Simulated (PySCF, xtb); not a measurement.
C₂H₄N₂OSi, SMILES O[SiH]1N=CC=N1. One conformer was computed; it need not be the lowest.

Harmonic wavenumbers (cm⁻¹) from GFN2-xTB (xtb) at its own minimum, in rising order: 140, 161, 269, 379, 419, 510, 543, 631, 656, 762, 800, 841, 879, 918, 922, 956, 1207, 1231, 1630, 1667, 2468, 3026, 3034, 3644.

### Question
What does PySCF with r2SCAN-D4/def2-SVP give at its own minimum? (The exact figures need the calculation; the answer reports its results.)

### Answer
147, 165, 295, 418, 468, 522, 640, 716, 747, 753, 842, 862, 889, 911, 956, 1009, 1307, 1327, 1623, 1685, 2306, 3051, 3066, 3887. Paired by order, the mean absolute difference is 53 cm⁻¹ and the zero-point energies are 39.6 and 40.9 kcal/mol.
